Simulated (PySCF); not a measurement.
Job for PySCF: R-HF/STO-3G on BFH5N (a complex), monomers drawn apart or pushed together.

```python
from pyscf import gto, scf, dft, mp
from pyscf.data.elements import chemcore

mol = gto.M(
    atom='''
    B    -0.12648168   -0.37308079    1.43733706
    F     0.93690420    0.37918232    0.92206819
    H    -1.22100995    0.09350058    1.20949699
    H    -0.02571032   -1.56617162    1.25309006
    N    -0.07366658   -0.27408686    3.74694843
    H    -0.12392072    0.70933281    4.00095450
    H     0.83354247   -0.62973739    4.03781457
    H    -0.79798581   -0.77810808    4.25052914
    ''',
    basis='sto-3g',
    charge=0, spin=0, verbose=3, max_memory=1800)
mf = scf.RHF(mol)
mf.conv_tol = 1e-8
mf.max_cycle = 100
mf.kernel()
if not mf.converged:
    mf = mf.newton().run(mf.mo_coeff, mf.mo_occ)
```

**Question.** What total energy does the run end on?

**Answer.** -179.0572 hartree.
